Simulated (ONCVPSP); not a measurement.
**Transferability test, ONCV potential for Zr (Z = 40)**

zirconium, optimised norm-conserving Vanderbilt (ONCV), made with ONCVPSP 4.0.1 (PBE, scalar-relativistic). Core [Ar] 3d10, reference 4s2 4p6 4d2 5s2. Waves: 4s+5s: rc 2.25 bohr, ncon 4, nbas 7, qcut 6.5 1/bohr, 2 projectors; 4p: rc 1.65 bohr, ncon 4, nbas 8, qcut 8 1/bohr, 2 projectors, debl 0.5 Ha; 4d: rc 2.30 bohr, ncon 4, nbas 8, qcut 6.3 1/bohr, 3 projectors, debl 2.8 Ha. Local part: polynomial inside 1.30 bohr (lpopt 5, dvloc0 6 Ha). Core correction: polynomial model core, fcfact 0.2.

In the p channel the program set the typed energies aside and used -1.193, 0.250 Ha.

Energies are relative to the spin-unpolarised reference configuration 4s2 4p6 4d2 5s2; without spin polarisation the order of configurations can differ from experiment.

| valence configuration | charge | ΔE all-electron (eV) | error AE − PS (meV) |
| --- | --- | --- | --- |
| 4s2 4p6 4d2 5s0 | +2 | 20.078 | -9.1 |
| 4s2 4p6 4d1 5s0 | +3 | 42.704 | 0.0 |

Question: What are ΔE and the potential's error for 4s2 4p6 4d2 5s1?

Answer: ΔE = 7.137 eV all-electron; the error (AE − PS) is -2.0 meV.

Question: What are ΔE and the potential's error for 4s2 4p6 4d2 5s1.5?

Answer: ΔE = 2.880 eV all-electron; the error (AE − PS) is -0.6 meV.
